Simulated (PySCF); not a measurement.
## Relaxation of singlet SbSe₂⁻

Level of theory: PBE0/[Sb def2-SVPD with ECP28, Se def2-SVPD], scalar-relativistic core potentials, density fitting, no spin–orbit coupling, PySCF. A (50,194) grid was used.

A hand-made bent start, of C2v symmetry, held to at least that symmetry:

Coordinates in bohr (charge -1 multiplicity 1):
```
Sb    0.0000    0.0000   -1.4811
Se    3.7152    0.0000    1.1203
Se   -3.7152    0.0000    1.1203
```

Task: What forces act on the atoms at the start (eV/Å)?

Result: 
```tsv
atom	Fx	Fy	Fz
Sb1	0.00	0.00	-0.52
Se2	0.57	0.00	0.26
Se3	-0.57	0.00	0.26
```

Task: What does it relax to?

Result: It ends at C2v with Sb–Se 2.436 Å (×2); Se–Sb–Se 113.1° (after a last refinement on a finer grid). A frequency run shows a minimum. Other isomers or separated fragments may lie lower.

Task: How much energy is released, and in how many steps?

Result: 2.7 kJ/mol in 4 steps.

The relaxation took about 60 core-seconds on a shared host.
